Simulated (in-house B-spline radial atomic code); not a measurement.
A fraction x of an electron is removed from 5p in Ba V (Ba4+), starting from [Kr] 4d10 5s2 5p4 and keeping the highest spin. Method: scalar-relativistic (X2C) Hartree-Fock with fractional occupations, spin-polarised, spherical fractional occupations, Fermi nucleus of rms radius 4.8378 fm. Calculated with a radial B-spline atomic code at the basis-set limit.

Caution: exact exchange at fractional occupations of open shells leaves self-interaction of up to several eV.

```tsv
x	E(x) - E(0) (eV)	5p down level (eV)
0	0.0000	-49.643
0.06	2.9912	-50.063
0.21	10.5794	-51.116
0.31	15.7262	-51.820
0.41	20.9436	-52.528
0.5	25.6998	-53.166
0.62	32.1310	-54.020
0.64	33.2128	-54.163
0.8	41.9704	-55.308
0.99	52.6087	-56.675
1	53.1758	-
```

The exact functional would give a straight line between the two integer points. Deviations E(x) - E(0) - x[E(1) - E(0)], in eV: -0.199 at x = 0.06, -0.588 at x = 0.21, -0.758 at x = 0.31, -0.858 at x = 0.41, -0.888 at x = 0.5, -0.838 at x = 0.62, -0.82 at x = 0.64, -0.57 at x = 0.8, -0.035 at x = 0.99.

The curve lies below the straight line by up to 0.888 eV (at x = 0.5): with spherically averaged exact exchange in an open shell, this holds the self-interaction named above.

Task: How well does Slater's transition state (minus the level at half occupation) give the ionisation energy?

Result: It gives 53.166 eV against 53.176 eV from the two total energies; NIST lists 58.00 eV, ground level to ground level. The end point has an open shell averaged over its orbitals, so its exact exchange keeps a self-interaction and this is no true integer point.
